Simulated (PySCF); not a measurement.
C₄H₁₃GeNO₃, SMILES C([O][Ge]([O]CC)([OH])[NH2])C, GFN2-xTB optimised geometry.

```
22

C      2.72     0.99    -1.52
C      2.71     0.41    -0.11
O      1.84    -0.71     0.00
Ge     0.09    -0.71     0.00
N     -0.65    -1.62     1.37
O     -0.47    -1.55    -1.41
O     -0.38     0.99     0.00
C     -1.64     1.50     0.40
C     -2.76     1.09    -0.53
H      1.73     1.37    -1.76
H      2.99     0.22    -2.24
H      3.44     1.81    -1.57
H      2.41     1.19     0.60
H      3.70     0.03     0.16
H     -0.83    -2.59     1.14
H     -0.12    -1.59     2.24
H     -0.15    -1.22    -2.25
H     -1.87     1.17     1.42
H     -1.52     2.59     0.40
H     -2.86     0.01    -0.53
H     -2.55     1.42    -1.55
H     -3.70     1.54    -0.21
```

Density from B3LYP/def2-SVP (PySCF) at that geometry.

Minimum of the electron density along straight lines between bonded atoms, close to the bond critical point (lines longer than 1.1 times the sum of covalent radii, or with two minima, are not listed):

```
bond    length / Å  ρ at the minimum / e bohr⁻³  ∇²ρ there / e bohr⁻⁵  position (fraction from the first atom)
------  ----------  ---------------------------  --------------------  ---------------------------------------
C1–C2        1.521                        0.252                 -0.60                                     0.50
C2–O3        1.415                        0.248                 -0.36                                     0.34
O3–Ge4       1.754                        0.144                  0.73                                     0.53
Ge4–N5       1.809                        0.148                  0.44                                     0.47
Ge4–O6       1.739                        0.150                  0.78                                     0.47
Ge4–O7       1.761                        0.142                  0.70                                     0.47
O7–C8        1.415                        0.248                 -0.36                                     0.66
C8–C9        1.520                        0.252                 -0.60                                     0.51
C1–H10       1.089                        0.277                 -1.02                                     0.63
C1–H11       1.088                        0.277                 -1.02                                     0.62
C1–H12       1.087                        0.276                 -1.01                                     0.62
C2–H13       1.094                        0.283                 -1.08                                     0.63
C2–H14       1.096                        0.283                 -1.07                                     0.63
N5–H15       1.011                        0.330                 -1.52                                     0.77
N5–H16       1.011                        0.330                 -1.51                                     0.76
O6–H17       0.956                        0.355                 -2.34                                     0.81
C8–H18       1.095                        0.283                 -1.07                                     0.63
C8–H19       1.096                        0.282                 -1.07                                     0.63
C9–H20       1.088                        0.278                 -1.02                                     0.63
C9–H21       1.087                        0.277                 -1.02                                     0.63
C9–H22       1.087                        0.276                 -1.01                                     0.62
```
